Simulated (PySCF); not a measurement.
BrF₃Sn (SMILES [F][Sn]([F])([F])[Br]), singlet, at a GFN2-xTB geometry (such geometries of metal compounds can be far from the true shape) (all electrons, no relativity), with bond 5-2 at 1.8 times its length; CASSCF(2,4)/STO-3G run with PySCF.

PySCF was given this input:
```python
from pyscf import gto, scf, mcscf
import numpy

mol = gto.Mole()
mol.atom = '''
    F    -1.38956690   -1.10506549   -1.39688214
    Sn   -0.58976237   -0.02320024    0.03932232
    F    -1.41416070    1.76006342   -0.07531208
    F    -1.19202983   -0.81218420    1.73861074
    Br    3.83780658    0.15097275   -0.25588519
'''
mol.basis = 'sto-3g'
mol.verbose = 4
mol.build()

mf = scf.RHF(mol)
mf.kernel()
mc = mcscf.CASSCF(mf, 4, 2)
mc.kernel()
occ = numpy.linalg.eigvalsh(mc.fcisolver.make_rdm1(mc.ci, mc.ncas, mc.nelecas))[::-1]
ss = mc.fcisolver.spin_square(mc.ci, mc.ncas, mc.nelecas)[0]
print('natural occupations', occ.round(4), ' <S^2>', round(ss, 4))
```

Q: Predict the main parts of the log of this PySCF run.

A: 
```
PySCF version 2.14.0

[INPUT] verbose = 4
[INPUT] num. atoms = 5
[INPUT] num. electrons = 112
[INPUT] charge = 0
[INPUT] spin (= nelec alpha-beta = 2S) = 0
[INPUT] symmetry False subgroup None
[INPUT] Mole.unit = angstrom
[INPUT] Symbol           X                Y                Z      unit          X                Y                Z       unit  Magmom
[...]
nuclear repulsion = 703.290102147803
number of shells = 28
number of NR pGTOs = 180
number of NR cGTOs = 60
basis = sto-3g
ecp = {}

******** <class 'pyscf.scf.hf.RHF'> ********
method = RHF
initial guess = minao
damping factor = 0
level_shift factor = 0
DIIS = <class 'pyscf.scf.diis.CDIIS'>
diis_start_cycle = 1
diis_space = 8
diis_damp = 0
SCF conv_tol = 1e-09
SCF conv_tol_grad = None
SCF max_cycles = 50
direct_scf = True
direct_scf_tol = 1e-13
Set gradient conv threshold to 3.16228e-05
Initial guess from minao.
init E= -8780.29578817471
[...]
cycle= 1 E= -8801.72479501241  delta_E= -21.4  |g|= 0.427  |ddm|=  2.8
[...]
cycle= 2 E= -8801.65012069262  delta_E= 0.0747  |g|= 0.284  |ddm|=  3.3
[...]
cycle= 3 E= -8801.84664578064  delta_E= -0.197  |g|= 0.109  |ddm|= 2.97
[...]
cycle= 4 E= -8801.89457068017  delta_E= -0.0479  |g|= 0.0328  |ddm|= 1.07
[...]
cycle= 5 E= -8801.89613017349  delta_E= -0.00156  |g|= 0.00898  |ddm|= 0.139
[...]
cycle= 6 E= -8801.89619210298  delta_E= -6.19e-05  |g|= 0.00485  |ddm|= 0.0183
[...]
cycle= 7 E= -8801.89621980383  delta_E= -2.77e-05  |g|= 0.00219  |ddm|= 0.0145
[...]
cycle= 8 E= -8801.89622669627  delta_E= -6.89e-06  |g|= 0.000492  |ddm|= 0.00936
[...]
cycle= 9 E= -8801.89622708993  delta_E= -3.94e-07  |g|= 2.53e-05  |ddm|= 0.00277
[...]
cycle= 10 E= -8801.89622709066  delta_E= -7.24e-10  |g|= 1.38e-05  |ddm|= 7.6e-05
[...]
Extra cycle  E= -8801.89622709079  delta_E= -1.31e-10  |g|= 9.71e-06  |ddm|= 0.000108
converged SCF energy = -8801.89622709079

******** <class 'pyscf.mcscf.mc1step.CASSCF'> ********
CAS (1e+1e, 4o), ncore = 55, nvir = 1
max_cycle_macro = 50
max_cycle_micro = 4
conv_tol = 1e-07
conv_tol_grad = None
orbital rotation max_stepsize = 0.02
orbital rotation threshold for CI restart = 0.01
augmented hessian ah_max_cycle = 30
augmented hessian ah_conv_tol = 1e-12
augmented hessian ah_linear dependence = 1e-14
augmented hessian ah_level shift = 1e-08
augmented hessian ah_start_tol = 2.5
augmented hessian ah_start_cycle = 3
augmented hessian ah_grad_trust_region = 3
kf_trust_region = 3
kf_interval = 4
ci_response_space = 4
ci_grad_trust_region = 3
with_dep4 0
natorb = False
canonicalization = True
sorting_mo_energy = False
ao2mo_level = 2
internal_rotation = False
******** <class 'pyscf.fci.direct_spin1.FCISolver'> ********
max. cycles = 50
conv_tol = 1e-08
davidson only = False
linear dependence = 1e-12
level shift = 0.001
max iter space = 12
nroots = 1
pspace_size = 400
spin = None
CASCI E = -8802.00812074985  S^2 = 0.0000000
Set conv_tol_grad to 0.000316228
macro iter   1 ( 13 JK    4 micro), CASSCF E = -8802.01108951272  dE = -2.96876287e-03  S^2 = 0.0000000
               |grad[o]|=0.042  |grad[c]|=0.0029  |ddm|=0.014  |maxRot[o]|=0.057
macro iter   2 (  5 JK    2 micro), CASSCF E = -8802.01109051617  dE = -1.00345096e-06  S^2 = 0.0000000
               |grad[o]|=0.000642  |grad[c]|=2.62e-05  |ddm|=0.000511  |maxRot[o]|=0.00171
macro iter   3 (  1 JK    1 micro), CASSCF E = -8802.01109051624  dE = -6.91215973e-11  S^2 = 0.0000000
               |grad[o]|=2.29e-05  |grad[c]|=5.28e-06  |ddm|=2.48e-05  |maxRot[o]|=    0
1-step CASSCF converged in   3 macro ( 19 JK   7 micro) steps
CASSCF canonicalization
Density matrix diagonal elements [1.12326809e+00 8.75951434e-01 7.78531618e-04 1.94788570e-06]
CASSCF energy = -8802.01109051624
CASCI E = -8802.01109051624  E(CI) = -0.806506882407120  S^2 = 0.0000000
natural occupations [1.1313 0.8687 0.     0.    ]  <S^2> 0.0
```
